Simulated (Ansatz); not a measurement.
Reaction (ligand exchange at the Sn–C bond): `[CH3][SnH2][SeH]` + H₂S → `[SH][SnH2][SeH]` + CH₄

Program: Ansatz. Geometries: PBE0-D4/def2-TZVP. ΔE: electronic, gas phase. CCSD(T)/CBS is the MP2 limit (def2-TZVPP, def2-QZVPP) plus CCSD(T) − MP2 in def2-TZVPP, frozen cores. This one scheme is used for every species. DFT in def2-TZVPP. def2 core potentials past Kr. For Se, Sn outer-core shells are correlated without core-valence functions, which leaves a few kJ/mol of doubt a bond. Scalar relativity is left out up to krypton. Each species was taken in one conformer, which may not be the lowest.

`[CH3][SnH2][SeH]`:

Cartesian coordinates in Å:
```
C -0.870 -0.730 0.804
Sn 0.888 -0.056 -0.205
Se 0.226 1.406 -2.173
H -1.501 -1.276 0.104
H -1.421 0.128 1.189
H -0.598 -1.383 1.635
H 1.894 0.843 0.846
H 1.756 -1.346 -0.909
H -0.375 2.416 -1.292
```

H₂S:

```xyz
3

S     0.581   -0.201   -0.079
H    -0.553   -0.335   -0.783
H    -0.028    0.536    0.862
```

`[SH][SnH2][SeH]`:

Z-matrix (Å, degrees):
```
Sn
Se 1 2.531
S 1 2.401 2 110.7
H 1 1.704 2 107.5 3 120.9
H 1 1.701 2 109.5 3 -114.8
H 2 1.469 1 91.2 3 -105.8
H 3 1.343 1 93.5 2 57.1
```

CH₄:

```xyz
5

C     0.000    0.000    0.000
H    -0.339    0.756   -0.708
H     0.858    0.380    0.554
H     0.287   -0.902   -0.540
H    -0.806   -0.234    0.694
```

```tsv
level	ΔE (kJ/mol)	difference from CCSD(T)/CBS
PBE-D4	-85.8	-6.1
B97M-V	-88.9	-9.2
BHLYP-D4	-87.4	-7.7
B2PLYP	-82.9	-3.2
r2SCAN0	-86.1	-6.4
MP2/def2-TZVPP	-78.5	1.2
SCS-MP2/def2-TZVPP	-77.7	2.0
CCSD/def2-TZVPP	-74.6	5.1
MP2/def2-QZVPP	-81.0	-1.3
MP2/CBS(def2)	-82.9	-3.2
CCSD(T)/CBS	-79.7	0
```

Largest T1 diagnostic among the species: 0.011.

In def2-TZVPP, CCSD(T) changes the Hartree–Fock value by +10.2 kJ/mol (the triples alone add −0.6 kJ/mol) and MP2 by +7.0 kJ/mol. Leaving LDA and LC-ωPBE aside and taking each functional with its dispersion term where it has one, the values, not all of them listed here, spread over 8.6 kJ/mol, from B97M-V to ωB97X-V. LDA lies +4.2 kJ/mol from PBE without D4.
